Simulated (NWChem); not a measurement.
Program: NWChem. System: H4P2, charge 1, spin multiplicity 2, displaced from the optimised geometry. The structure started from a generated list of species. Its SCF solution wasn't tested for a lower state. Level: UPBE/def2-TZVP.

NWChem printed:

```
             Northwest Computational Chemistry Package (NWChem) 7.3.0
             --------------------------------------------------------

                                NWChem Input Module
                                -------------------

 Scaling coordinates for geometry "geometry" by  1.889725989
 (inverse scale =  0.529177249)

 Turning off AUTOSYM since
 SYMMETRY directive was detected!

                             Geometry "geometry" -> ""
                             -------------------------

 Output coordinates in angstroms (scale by  1.889725989 to convert to a.u.)

  No.       Tag          Charge          X              Y              Z
 ---- ---------------- ---------- -------------- -------------- --------------
    1 P                   15.0000     1.02970500     0.40011800     0.00000000
    2 P                   15.0000    -1.02970500    -0.40011800     0.00000000
    3 H                    1.0000     1.64287400    -0.26598000     1.13118100
    4 H                    1.0000     1.64287400    -0.26598000    -1.13118100
    5 H                    1.0000    -1.64287400     0.26598000     1.13118100
    6 H                    1.0000    -1.64287400     0.26598000    -1.13118100

 Effective nuclear repulsion energy (a.u.)      87.7812256589

            Nuclear Dipole moment (a.u.)
            ----------------------------
        X                 Y               Z
 ---------------- ---------------- ----------------
     0.0000000000     0.0000000000     0.0000000000

      Symmetry information
      --------------------

 Group name             C2h
 Group number             21
 Group order               4
 No. of unique centers     2

      Symmetry unique atoms

     1    3


 Summary of "ao basis" -> "" (spherical)
 ------------------------------------------------------------------------------
       Tag                 Description            Shells   Functions and Types
 ---------------- ------------------------------  ------  ---------------------
 *                         def2-tzvp                  on all atoms

  pbe96 is a nonlocal functional; adding pw91lda local functional.

                                 NWChem DFT Module
                                 -----------------

 Summary of "ao basis" -> "ao basis" (spherical)
 ------------------------------------------------------------------------------
       Tag                 Description            Shells   Functions and Types
[...]
     1   1 0 0      0.000000     -0.000000      0.000000      0.000000
     1   0 1 0      0.000000      0.000000     -0.000000      0.000000
     1   0 0 1     -0.000000     -0.000000     -0.000000      0.000000

     2   2 0 0    -10.507469    -84.852148    -77.800200    152.144879
     2   1 1 0      0.575200    -20.518288    -16.803427     37.896915
     2   1 0 1      0.000000     -0.000000      0.000000      0.000000
     2   0 2 0    -19.091112    -21.020545    -16.232336     18.161768
     2   0 1 1     -0.000000     -0.000000     -0.000000      0.000000
     2   0 0 2    -15.822802    -17.681014    -16.419502     18.277714

  itol2e modified to match energy
  convergence criterion.

            General Information
            -------------------
          SCF calculation type: DFT
          Wavefunction type:  spin polarized.
          No. of atoms     :     6
          No. of electrons :    33
           Alpha electrons :    17
            Beta electrons :    16
          Charge           :     1
          Spin multiplicity:     2
          Use of symmetry is: on ; symmetry adaption is: on
          Maximum number of iterations: 100
          AO basis - number of functions:    98
                     number of shells:    42
          Convergence on energy requested:  1.00D-09
          Convergence on density requested:  1.00D-08
          Convergence on gradient requested:  1.00D-07

              XC Information
              --------------
          PerdewBurkeErnzerhof Exchange Functional  1.000
            Perdew 1991 LDA Correlation Functional  1.000 local
           PerdewBurkeErnz. Correlation Functional  1.000 non-local

             Grid Information
             ----------------
          Grid used for XC integration:  medium
          Radial quadrature: Mura-Knowles
          Angular quadrature: Lebedev.
          Tag              B.-S. Rad. Rad. Pts. Rad. Cut. Ang. Pts.
          ---              ---------- --------- --------- ---------
          P                   1.00       88          10.0       590
          H                   0.35       45          11.0       434
          Grid pruning is: on
          Number of quadrature shells:   133
          Spatial weights used:  Erf1

          Convergence Information
          -----------------------
          Convergence aids based upon iterative change in
          total energy or number of iterations.
          Levelshifting, if invoked, occurs when the
          HOMO/LUMO gap drops below (HL_TOL):  1.00D-02
          DIIS, if invoked, will attempt to extrapolate
          using up to (NFOCK): 10 stored Fock matrices.

                    Damping( 0%)  Levelshifting(0.5)       DIIS
                  --------------- ------------------- ---------------
          dE  on:    start            ASAP                start
          dE off:    2 iters        100 iters           100 iters

      Screening Tolerance Information
      -------------------------------
          Density screening/tol_rho:  1.00D-12
          AO Gaussian exp screening on grid/accAOfunc:  21
          CD Gaussian exp screening on grid/accCDfunc:  20
          XC Gaussian exp screening on grid/accXCfunc:  20
          Schwarz screening/accCoul:  1.00D-10

                            NWChem DFT Gradient Module
                            --------------------------

  charge          =   1.00
  wavefunction    = open shell

  Using symmetry

                         DFT ENERGY GRADIENTS

    atom               coordinates                        gradient
                 x          y          z           x          y          z
   1 P       1.945860   0.756113   0.000000    0.005900   0.010082   0.000000
   2 P      -1.945860  -0.756113   0.000000   -0.005900  -0.010082   0.000000
   3 H       3.104582  -0.502629   2.137622    0.004472  -0.003164   0.007678
   4 H       3.104582  -0.502629  -2.137622    0.004472  -0.003164  -0.007678
   5 H      -3.104582   0.502629   2.137622   -0.004472   0.003164   0.007678
   6 H      -3.104582   0.502629  -2.137622   -0.004472   0.003164  -0.007678

                 ----------------------------------------
                 |  Time  |  1-e(secs)   |  2-e(secs)   |
                 ----------------------------------------
                 |  CPU   |       0.01   |       2.97   |
                 ----------------------------------------
                 |  WALL  |       0.01   |       2.97   |
                 ----------------------------------------

 Task  times  cpu:        9.0s     wall:        9.0s

 Total times  cpu:        9.1s     wall:        9.1s
```

Write an NWChem input that would produce this output.

One answer among several that fit: 
```
start mol
memory heap 200 mb stack 800 mb global 1000 mb
charge 1
geometry units angstroms nocenter noautoz
  P      1.029705     0.400118     0.000000
  P     -1.029705    -0.400118     0.000000
  H      1.642874    -0.265980     1.131181
  H      1.642874    -0.265980    -1.131181
  H     -1.642874     0.265980     1.131181
  H     -1.642874     0.265980    -1.131181
  symmetry group C2h
end
basis spherical
  * library def2-tzvp
end
dft
  xc xpbe96 cpbe96
  odft
  mult 2
  semidirect memsize 60000000 filesize 0
  iterations 100
  convergence energy 1e-9 density 1e-8 gradient 1e-7
end
task dft gradient
```
